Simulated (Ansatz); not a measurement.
C5H11Cl2Ga (`CC(C)(C)[CH2][Ga]([Cl])[Cl]`), relaxed with RKS PBE0-D4/def2-TZVP in the Gaussian-basis code of Ansatz from a GFN2-xTB geometry. The force threshold is 0.005 eV/Å; the program also tests the step.

The species carries charge 0 and has multiplicity 1.

Start:

```xyz
19

C     0.902   -0.285    1.246
C    -0.203    0.263    0.343
C     0.352    1.410   -0.499
C    -1.365    0.773    1.205
C    -0.726   -0.847   -0.572
Ga    0.718   -1.591   -1.846
Cl    2.144   -3.060   -1.335
Cl    0.757   -1.023   -3.879
H     1.258    0.482    1.929
H     0.540   -1.129    1.830
H     1.746   -0.624    0.636
H    -0.410    1.798   -1.174
H     1.196    1.051   -1.102
H     0.704    2.222    0.133
H    -2.163    1.167    0.580
H    -1.770   -0.029    1.817
H    -1.024    1.567    1.865
H    -1.121   -1.674    0.026
H    -1.535   -0.468   -1.205
```

```json
{"step": "1", "energy (eV)": "-82773.0579", "largest force (eV/Å)": "1.331", "largest move (Å)": "0.000"}
{"step": "2", "energy (eV)": "-82773.1536", "largest force (eV/Å)": "0.438", "largest move (Å)": "0.080"}
{"step": "3", "energy (eV)": "-82773.1630", "largest force (eV/Å)": "0.092", "largest move (Å)": "0.028"}
{"step": "4", "energy (eV)": "-82773.1636", "largest force (eV/Å)": "0.051", "largest move (Å)": "0.010"}
{"step": "5", "energy (eV)": "-82773.1639", "largest force (eV/Å)": "0.018", "largest move (Å)": "0.012"}
{"step": "6", "energy (eV)": "-82773.1641", "largest force (eV/Å)": "0.024", "largest move (Å)": "0.018"}
{"step": "7", "energy (eV)": "-82773.1642", "largest force (eV/Å)": "0.024", "largest move (Å)": "0.027"}
{"step": "8", "energy (eV)": "-82773.1643", "largest force (eV/Å)": "0.012", "largest move (Å)": "0.026"}
{"step": "9", "energy (eV)": "-82773.1643", "largest force (eV/Å)": "0.007", "largest move (Å)": "0.017"}
{"step": "10", "energy (eV)": "-82773.1644", "largest force (eV/Å)": "0.008", "largest move (Å)": "0.011"}
{"step": "11", "energy (eV)": "-82773.1645", "largest force (eV/Å)": "0.015", "largest move (Å)": "0.028"}
{"step": "13", "energy (eV)": "-82773.1647", "largest force (eV/Å)": "0.036", "largest move (Å)": "0.022"}
{"step": "15", "energy (eV)": "-82773.1651", "largest force (eV/Å)": "0.041", "largest move (Å)": "0.023"}
{"step": "17 (rejected)", "energy (eV)": "-82773.1653", "largest force (eV/Å)": "0.092", "largest move (Å)": "0.143"}
{"step": "19", "energy (eV)": "-82773.1659", "largest force (eV/Å)": "0.048", "largest move (Å)": "0.098"}
{"step": "21", "energy (eV)": "-82773.1661", "largest force (eV/Å)": "0.005", "largest move (Å)": "0.016"}
{"step": "23 (rejected)", "energy (eV)": "-82773.1661", "largest force (eV/Å)": "0.042", "largest move (Å)": "0.107"}
{"step": "25", "energy (eV)": "-82773.1663", "largest force (eV/Å)": "0.015", "largest move (Å)": "0.045"}
{"step": "27", "energy (eV)": "-82773.1664", "largest force (eV/Å)": "0.004", "largest move (Å)": "0.038"}
{"step": "29", "energy (eV)": "-82773.1664", "largest force (eV/Å)": "0.010", "largest move (Å)": "0.032"}
{"step": "31", "energy (eV)": "-82773.1665", "largest force (eV/Å)": "0.020", "largest move (Å)": "0.063"}
{"step": "33", "energy (eV)": "-82773.1665", "largest force (eV/Å)": "0.008", "largest move (Å)": "0.003"}
{"step": "34", "energy (eV)": "-82773.1665", "largest force (eV/Å)": "0.002", "largest move (Å)": "0.015"}
```

End:

```xyz
19

C     0.830   -0.353    1.345
C    -0.178    0.231    0.359
C     0.484    1.339   -0.457
C    -1.360    0.814    1.133
C    -0.704   -0.863   -0.580
Ga    0.590   -1.485   -1.913
Cl    2.546   -2.271   -1.515
Cl    0.137   -1.451   -4.009
H     1.195    0.421    2.024
H     0.371   -1.140    1.950
H     1.694   -0.785    0.834
H    -0.197    1.739   -1.213
H     1.386    0.974   -0.967
H     0.799    2.167    0.183
H    -2.091    1.265    0.456
H    -1.869    0.037    1.710
H    -1.024    1.586    1.831
H    -1.054   -1.729   -0.009
H    -1.555   -0.495   -1.162
```

Hardware: 4 threads of an AMD EPYC 7R13 on a shared host and a share of an NVIDIA H100 80 GB. Wall time 99 s, peak host memory 1.1 GiB.
